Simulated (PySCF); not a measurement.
# Ti²⁺: excitation energy

Ti²⁺ [Ar] 3d2 (3F) → Ti²⁺ [Ar] 3d1 4p1 (high-spin determinant), as a difference of total energies. Calculation: PySCF 2.14, in aug-cc-pVTZ (8s7p5d3f2g, 93 functions); the non-relativistic Hamiltonian (point nucleus). Correlated levels: valence: [Ar] frozen. The calculations carry no spin-orbit coupling.

| method | excitation energy (eV) |
| --- | --- |
| UHF | 9.376 |
| MP2 (valence) | 9.445 |
| SCS-MP2 (valence) | 9.399 |
| CCSD (valence) | 9.456 |

Question: How much does correlation contribute at MP2 (valence)?

Answer: 9.445 − (9.376) = 0.069 eV, measured against UHF.

With two correlated electrons CCSD is exact in that space.

The determinant of the upper state mixes LS terms, which raises its energy above the lowest term, most at the Hartree-Fock and MP2 levels.
